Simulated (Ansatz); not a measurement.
Cartesian coordinates in Å:
```
O 1.9412 -1.2734 0.6122
Si 0.4559 -0.9737 -0.0368
Ga -0.4687 0.8167 -1.4899
Si -1.2816 0.3096 0.6457
F -2.2923 0.4909 1.8803
H 2.3532 -0.5471 1.0848
H 0.0782 -2.2754 -0.6474
H -0.4077 1.8774 -2.6467
H -0.3781 1.5752 0.5979
```

Total charge 0; spin multiplicity 1.

List the CAM-B3LYP/def2-TZVPP orbital energies in eV (the Gaussian-basis code of Ansatz). (Best estimate.)

The calculation gave: Occupied: -10140.04, -1801.77, -1801.65, -1251.70, -1108.98, -1108.93, -1108.88, -673.48, -522.88, -151.96, -146.20, -146.10, -105.41, -105.24, -105.13, -101.57, -101.52, -101.50, -101.46, -101.44, -101.39, -34.52, -29.89, -25.18, -25.13, -25.06, -24.98, -24.93, -18.29, -17.01, -15.53, -14.23, -14.09, -13.32, -12.66, -12.51, -11.84, -10.00, -8.24, -7.78. Lowest empty: -0.81, -0.08, 0.59, 0.70, 1.81, 2.21, 2.59, 2.90.
